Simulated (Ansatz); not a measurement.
Consider the formal exchange of groups at a C–B bond: `CC(=N)BCl` + `[AlH3]` → `C[C](=N)[AlH2]` + `BCl`.

Gas-phase electronic energies from Ansatz, PBE0-D4/def2-TZVP geometries. CCSD(T)/CBS is the MP2 limit (def2-TZVPP, def2-QZVPP) plus CCSD(T) − MP2 in def2-TZVPP, frozen cores. This one scheme is used for every species. Functionals use def2-TZVPP. B3LYP here is the variant with VWN-RPA as its local correlation; programs differ in this. HSE06 is defined as in plane-wave codes. Each species was taken in one conformer, which may not be the lowest.

```tsv
level	ΔE (kJ/mol)	difference from CCSD(T)/CBS
PBE-D4	15.2	-0.3
revPBE-D4	17.5	2.0
BLYP-D4	14.2	-1.3
r2SCAN-D4	16.6	1.1
B97M-V	29.5	14.0
PBE0-D4	17.2	1.7
r2SCANh-D4	17.0	1.5
r2SCAN0-D4	17.6	2.1
HSE06-D4	16.9	1.4
BHLYP-D4	17.1	1.6
CAM-B3LYP-D4	17.2	1.7
ωB97X-V	17.3	1.8
ωB97M-V	15.9	0.4
PBE-QIDH	16.9	1.4
PBE	13.2	-2.3
revPBE	10.6	-4.9
r2SCAN	16.0	0.5
PBE0	15.5	0.0
B3LYP	12.5	-3.0
r2SCANh	16.3	0.8
r2SCAN0	16.8	1.3
HSE06	15.3	-0.2
BHLYP	15.6	0.1
CAM-B3LYP	15.5	0.0
LC-ωPBE	15.9	0.4
RPA@PBE/def2-TZVPP	16.8	1.3
HF/def2-SVP	25.5	10.0
MP2/def2-SVP	24.2	8.7
CCSD/def2-SVP	24.6	9.1
CCSD(T)/def2-SVP	24.7	9.2
HF/def2-TZVPP	17.4	1.9
MP2/def2-TZVPP	16.0	0.5
SCS-MP2/def2-TZVPP	16.0	0.5
CCSD/def2-TZVPP	17.0	1.5
CCSD(T)/def2-TZVPP	16.9	1.4
HF/def2-QZVPP	16.6	1.1
MP2/def2-QZVPP	14.9	-0.6
SCS-MP2/def2-QZVPP	15.0	-0.5
MP2/CBS(def2)	14.6	-0.9
CCSD/CBS(def2)	15.6	0.1
CCSD(T)/CBS	15.5	0
```

(1) What do rigid-rotor, harmonic-oscillator terms from PBE0-D4/def2-TZVP frequencies (298.15 K, 1 bar) make of the CCSD(T)/CBS value? (Estimate.)

Largest T1 diagnostic among the species: 0.012.

## Answers

(1) Ansatz gave: ΔZPE = +3.4 kJ/mol, ΔH = +18.9 kJ/mol, ΔS = 15 J/(mol·K), ΔG = +14.6 kJ/mol. Modes under 50 cm⁻¹ make the entropy rough.

Leaving LDA and LC-ωPBE aside and taking each functional with its dispersion term where it has one, the values, not all of them listed here, spread over 15.9 kJ/mol, from B2PLYP to B97M-V. LDA lies +7.8 kJ/mol from PBE without D4. The D4 term adds +3.1 kJ/mol with B3LYP and +1.8 kJ/mol with PBE0; it sums over pairs of atoms, weighted by their polarisabilities, and B3LYP, whose exchange is more repulsive, gets the larger term.
